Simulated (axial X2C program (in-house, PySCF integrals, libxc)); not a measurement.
## Curves of ClGdCl from open-shell CI on f8 s0

Computed with an in-house all-electron X2C program for linear molecules (integrals from PySCF): two-component X2C with atomic mean-field Coulomb and Gaunt terms, basis Cl dyall-av3z, Gd dyall-v3z (cores contracted in-house). Orbitals come from Hartree–Fock averaged over the configuration Gd f8 s0; CI then distributes these electrons over the f, s shells of Gd.

Scan along the symmetric stretch (R is each bond); masses Cl 34.969 u, Gd 157.924 u, Cl 34.969 u. Energies in cm⁻¹ from the lowest point; levels are followed by energy order within each Ω. Lowest level at 2.676 Å: 100% f8.

```
R (Å)  (1)Ω=6  (1)Ω=5  (1)Ω=4  (1)Ω=3  (1)Ω=2  (1)Ω=1  (1)Ω=0
2.489    3123    3481    3847    4221    4592    4923    5082
2.582     705    1068    1439    1816    2190    2522    2680
2.676       0     362     731    1105    1472    1794    1944
2.783     713    1069    1430    1794    2148    2450    2586
2.890    2540    2887    3237    3587    3922    4201    4321
3.011    5482    5815    6150    6481    6792    7042    7146
3.158    9798   10113   10426   10732   11012   11229   11316
```

(1) Fit the curves (1)Ω=6, (1)Ω=5, (1)Ω=4, (1)Ω=3, (1)Ω=2, (1)Ω=1, (1)Ω=0 near their minima.

The 7 lowest curves are shown; the next is (2)Ω=5, from 2185 cm⁻¹.

Dynamic correlation is missing, so gaps between terms are too wide and other configurations may lie lower; the lowest level listed is that of this model, not necessarily the ground state. At most 4 roots were kept for each Ω > 0 (twice that for Ω = 0) within 2.2 eV of the lowest, so higher up levels can be missing between those listed; levels with Ω > 0 are doubly degenerate and listed once, Ω = 0 levels singly. States that fill the shells left empty in the average are placed too high. The molecule was held linear; bending was not examined.

Results:

(1) From the open-shell CI curves, Te from the lowest:

```tsv
level	Te (cm⁻¹)	Re (Å)	ωe (cm⁻¹)
(1)Ω=6	0	2.676	261.3
(1)Ω=5	362	2.677	260.8
(1)Ω=4	731	2.677	260.2
(1)Ω=3	1105	2.677	259.4
(1)Ω=2	1472	2.678	258.5
(1)Ω=1	1794	2.679	257.3
(1)Ω=0	1943	2.680	256.6
```

Without dynamic correlation distances can be off by several hundredths of an Å (long for ionic bonds, short for multiple bonds) and the wavenumbers are rough.
